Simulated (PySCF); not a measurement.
# Substituent chemical shifts

Parent skeleton `[NH2:1][SiH:2]([NH2:3])[N:4]([SiH3:5])[SiH3:6]`; one hydrogen on atom 5 is replaced by X. Hydrogens on one atom are averaged.

PySCF 2.14 calculation with coordinates at the GFN2-xTB level and PBE0/pcSseg-1 with gauge-including orbitals; one computed conformer, rapidly exchanging positions averaged, non-relativistic, isolated molecule.

Scale: ¹⁵N against NH3; TMS for ²⁹Si, ¹H (reference shieldings calculated alike).

Parent (X = H): N1/N3 31.3, Si2 -30.3, N4 8.7, Si5 -53.0, Si6 -53.0, H(Si2) 4.93, H(Si5) 4.77, H(Si6) 4.77 ppm. Effects are Δδ = δ(X) − δ(H), positive for deshielding.

Question: Give Δδ (ppm) for X = OC2H5, CN, OCH3, isopropenyl, ethynyl, NHCHO, OCHO, N=CH2.

Answer: 
```
          X                          SMILES  N1/N3   Si2     N4    Si5    Si6  H(Si2)  H(Si5)  H(Si6)
      OC2H5     CCO[SiH2]N([SiH3])[SiH](N)N   -3.5  -5.6  +23.9  +24.2  -15.1   +0.19   +0.50   -0.09
         CN     N#C[SiH2]N([SiH3])[SiH](N)N   +3.4  -0.8  +13.9  -11.1   -5.5   +0.34   +0.25   -0.09
       OCH3      CO[SiH2]N([SiH3])[SiH](N)N   +0.3  -3.5  +23.8  +31.4  -16.9   +0.20   +0.41   -0.15
isopropenyl  C=C(C)[SiH2]N([SiH3])[SiH](N)N   -5.6  -1.8  +15.3  +10.1   -4.0   +0.29   +0.15   +0.08
    ethynyl     C#C[SiH2]N([SiH3])[SiH](N)N   -0.7  +1.4  +22.4   -8.0   -8.0   +0.16   +0.21   +0.03
      NHCHO    N[SiH](N)N([SiH3])[SiH2]NC=O   +0.0  -3.0  +31.0   +6.5  -11.7   +0.26   +0.23   -0.10
       OCHO    N[SiH](N)N([SiH3])[SiH2]OC=O   -3.5  -0.7  +20.6  +21.3  -10.9   +0.33   +0.63   +0.10
      N=CH2     C=N[SiH2]N([SiH3])[SiH](N)N   +4.2  +1.9   +8.6  +21.4   -3.4   +0.47   +0.62   -0.04
```

Question: Which position responds most, and to which substituents?

Answer: Si5: from -11.1 ppm with CN to +31.4 ppm with OCH3.

Experimental scales use liquid or dissolved standards, which lie at an offset from isolated NH3 (liquid NH3: subtract about 20 ppm).
